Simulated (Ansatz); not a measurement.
Harmonic frequencies (cm⁻¹) at PBE0-D4/def2-TZVP from Ansatz: 252, 286, 401, 776, 852, 899, 1004, 1087, 1159, 1269, 1376, 1389, 1399, 1478, 1484, 1496, 1661, 3034, 3046, 3076, 3111, 3114, 3514, 3594.

Each molecule was computed in one conformer, which needn't be the lowest.

(1) Which molecule is it?
A. `CNC`
B. `[SiH3][NH][GeH3]`
C. `BNC=C`
D. `CCN`

Results:

(1) D.
